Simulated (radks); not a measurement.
Ionisation of the fluorine ion F+, [He] 2s2 2p4, to [He] 2s2 2p3 as the strength of local exchange is varied. Calculated with a radial shooting solver on a logarithmic mesh with Libxc functionals: scalar-relativistic Kohn-Sham, Slater X-alpha exchange (alpha = 2/3 is LDA exchange), no correlation, spin-unpolarised, spherical densities, finite nucleus; Fermi nuclear charge, rms radius 2.8976 fm.

alpha  E(F+) (hartree)  exchange (hartree)  IE (eV)  -e of the level emptied (eV)  <r> of it (bohr)
0.573        -96.69544            -7.24521   34.740                   24.940 (2p)             1.010
0.633        -97.45655            -8.05438   36.082                   26.157 (2p)            0.9966
0.667        -97.88996            -8.51714   36.853                   26.859 (2p)            0.9893
0.838       -100.09307           -10.89082   40.856                   30.522 (2p)            0.9544
0.892       -100.79684           -11.65642   42.163                   31.725 (2p)            0.9440
1.024       -102.53342           -13.56018   45.441                   34.758 (2p)            0.9198

NIST Atomic Spectra Database: 34.971 eV (measured). The Delta-SCF value meets it near alpha = 0.58. Spin polarisation and multiplet splitting are left out, so open shells lie too high by an amount that depends on their filling.

Beside tabulated values, note that spin-unpolarised runs miss the spin-polarisation part of the exchange energy of open shells.
